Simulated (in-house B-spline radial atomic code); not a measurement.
Results of a calculation; reference values are marked as such.
# Two electrons in InAs: a Gaussian well −V exp(−r²/w²) with V = 66.3 meV and w = 28.2 nm

For InAs the NSM archive of the Ioffe Institute lists m* = 0.023 m0 and ε = 15.15. In so narrow a gap the band flattens within tens of meV, so real spacings are smaller, by up to some tenths.

Effective-mass model with parabolic bands, a uniform dielectric constant, no image charges, no central-cell or spin-orbit terms. Two-electron levels come from full CI in B-splines with partial waves to l = 5 (up to 0.001 effective hartree above the limit).

What are the effective units, and what is the potential in them?

Ha* = 27211.386 meV × 0.023/15.15² = 2.727 meV and a* = 0.0529177 nm × 15.15/0.023 = 34.86 nm. V = 24.3 Ha* and w = 0.81 a*.

In these units the lowest s and p orbitals lie at -12.8788 and -6.4142, and their Coulomb and exchange integrals are J_ss = 2.0635, J_sp = 1.6180 and K_sp = 0.3026. Full CI gives -23.7736 for the ground singlet, -17.9987 for the sp triplet, -17.4565 for the sp singlet and -14.1321 for the lowest triplet of two s orbitals.

What does it cost to add the second electron, to first order and exactly?

To first order E = 2ε_s + J_ss = -23.6941, so the charging energy E(2) − 2E(1) is J_ss = 5.627 meV. CI gives -23.7736 − 2 × (-12.8788) = 1.9840, or 5.41 meV: relaxation and correlation lower it by 0.2168 meV, 3.9 % of J_ss. The s² configuration of one-electron orbitals holds 99.5 % of the state, and the mean radius is 15.8 nm. The second electron is bound by ε_s − E = 29.71 meV, against 35.12 meV for the first.

How far above the singlet do the triplets lie?

To first order the sp triplet lies at ε_s + ε_p + J_sp − K_sp = -17.9776, which is 15.59 meV above 2ε_s + J_ss. CI gives -17.9987 − (-23.7736) = 5.7749, or 15.75 meV, 89 % of the orbital spacing of 17.63 meV. The ss triplet lies 26.29 meV up, so the lower of the two is the sp one, and its gap equals k_BT at 183 K. The sp singlet-triplet splitting is 1.479 meV, against 2K_sp = 1.65 meV.
